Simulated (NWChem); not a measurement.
System: BeNH2F; SMILES [NH2][Be][F]

```xyz
5

Be     0.0000     0.0000    -0.1005
F      0.0000     0.0000    -1.4865
N      0.0000     0.0000     1.4032
H      0.0000    -0.8244     1.9791
H      0.0000     0.8244     1.9791
```
Atoms are numbered in this order, from 1.

Results from NWChem. Medium grid unless said otherwise, to which SCAN and Minnesota functionals are sensitive. Coordinates come from a PBE0-D3(BJ)/def2-TZVP optimisation. Hybrids' shares of exact exchange are those that their runs print; pure functionals count as 0. The functionals differ in more than this share.

```
row              share of exact exchange  orbital gap (eV)
---------------  -----------------------  ----------------
PBE/def2-SVP                        0.00              5.15
TPSS/def2-SVP                       0.00              5.41
TPSSh/def2-SVP                      0.10              6.28
B3LYP/def2-SVP                      0.20          withheld
PW6B95/def2-SVP                     0.28              7.34
M06-2X/def2-SVP                     0.54              9.23
```

### Question
Fit a straight line of the last column on the one before it, predict the withheld value, and compare with the run.

### Answer

1. Means of the 5 shown rows: x = 0.184, y = 6.682. Slope Σ(x − x̄)(y − ȳ)/Σ(x − x̄)² = 1.520/0.2107 = 7.213; intercept 5.355.
2. The shown rows scatter about the line by 0.133 (root mean square); the largest residual is -0.21, at PBE/def2-SVP.
3. At x = 0.20 (B3LYP/def2-SVP; inside the shown range) the line gives 6.80.
4. The run gives 6.76, -0.04 from the line, 0.3 times the scatter.
